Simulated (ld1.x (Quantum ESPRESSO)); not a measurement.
## Pseudopotential generation for Be: PAW, BLYP, scalar-relativistic.

beryllium (Be), PAW, made with ld1.x (Quantum ESPRESSO) 7.5 (BLYP, scalar-relativistic). Core [He], reference 2s0.5 2p0 (charge +1.5). Waves: 2s (bound): rcut 1.85, rcutus 2.10 bohr; 2s channel at 1.35 Ry: rcut 1.85, rcutus 2.10 bohr; 2p (bound, empty): rcut 2.00, rcutus 2.50 bohr; 2p channel at 2.25 Ry: rcut 2.00, rcutus 2.50 bohr; 3d channel at 0.35 Ry: rcut 1.85, rcutus 2.30 bohr; 3d channel at 1.6 Ry: rcut 1.85, rcutus 2.30 bohr. Local part: all-electron potential smoothed inside 1.65 bohr (lloc = -1). Core correction: Bessel-smoothed model core, default radius (core density twice the valence density). Augmentation charge: PSQ, inside the norm-conserving radii.

All-electron outer shells of the reference configuration (BLYP, scalar-relativistic, ld1.x):

| shell | level (eV) | outermost node (bohr) | outermost maximum (bohr) |
| --- | --- | --- | --- |
| 2s | -18.09 | 0.58 | 1.80 |
| 2p | -14.24 | – | 1.69 |

Problem. Does the generator finish with these settings?

Solution. Yes, a potential is produced and its reference levels are reproduced.

Problem. Estimate the cutoffs (Ry, on a coarse ladder) from which the occupation-weighted sum of valence levels, in a spherical-Bessel basis at the reference potential, stays within 10 and 1 mRy of its value at 400 Ry.

Solution. 6 Ry and 6 Ry. The cutoffs count occupied waves only; the empty 2p level needs 10 Ry at the loose tolerance.

Problem. Does the potential have ghost states?

Solution. No extra level below or beside the all-electron valence levels (s, p, d, f tested).

Problem. Is the overlap operator S = 1 + Σ q|β⟩⟨β| positive definite (Bessel basis up to 400 Ry)?

Solution. Yes: its lowest eigenvalue is 0.59 (s channel).

Test run stopped at test 1 of 6 (negative rho).
